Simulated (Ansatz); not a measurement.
`C=C=C=[N][AlH2]` + `[NH2][AlH2]` → `[AlH2][NH][AlH2]` + `C=C=C=N` at 298.15 K and 1 bar (ligand exchange at the Al–N bond).

Isolated molecules relaxed with PBE0-D4/def2-TZVP in Ansatz; ΔE leaves out vibrations. CBS: MP2 limit from def2 TZ/QZ plus the TZ coupled-cluster correction, frozen cores. This one scheme is used for every species. Each species was taken in one conformer, which may not be the lowest.

```csv
species,CCSD(T)/CBS energy (Eh),H − E (kJ/mol),S (J/(mol·K))
`C=C=C=[N][AlH2]`,-413.19818,160.1,337.6
`[NH2][AlH2]`,-299.14566,115.0,251.7
`[AlH2][NH][AlH2]`,-541.78272,130.7,306.3
`C=C=C=N`,-170.55528,143.6,276.5
```

H − E and S are ideal-gas, rigid-rotor, harmonic terms from PBE0-D4/def2-TZVP, for one conformer and one mirror image of each species. 1 Eh = 2625.50 kJ/mol, R = 8.31446 J/(mol·K).

Question: By hand: ΔE, ΔH, ΔS and ΔG.

Answer: ΔE = (-541.78272) + (-170.55528) − (-413.19818) − (-299.14566) = 0.00584 Eh = 15.3 kJ/mol. Δ(H − E) = 130.7 + 143.6 − 160.1 − 115.0 = -0.8, so ΔH = 14.5 kJ/mol. ΔS = 306.3 + 276.5 − 337.6 − 251.7 = -6.5 J/(mol·K). ΔG = 14.5 − 298.15 × (-6.5)/1000 = 16.4 kJ/mol.

Question: By hand: the equilibrium constant, and the temperature at which ΔG would vanish if ΔH and ΔS stayed fixed.

Answer: log₁₀ K = −ΔG/(RT ln 10) = -2.9. ΔH and −TΔS have one sign here, so there is no such temperature.

The number of gas molecules stays the same, so ΔS is small and ΔH decides. A doubt of 5 kJ/mol in ΔE shifts log₁₀ K by 0.9 here. Other conformers and mirror images would add mixing entropy, several J/(mol·K) or more a flexible species. Modes under 60 cm⁻¹, often nearly free rotors, make the harmonic entropy too high. These are equilibria of isolated gas molecules and say nothing of rates. Largest T1 diagnostic: 0.016 (customary marks: 0.02 for closed shells, 0.045 for open ones).

ΔS is within the doubt of such terms, so its sign, and with it that verdict, could turn.
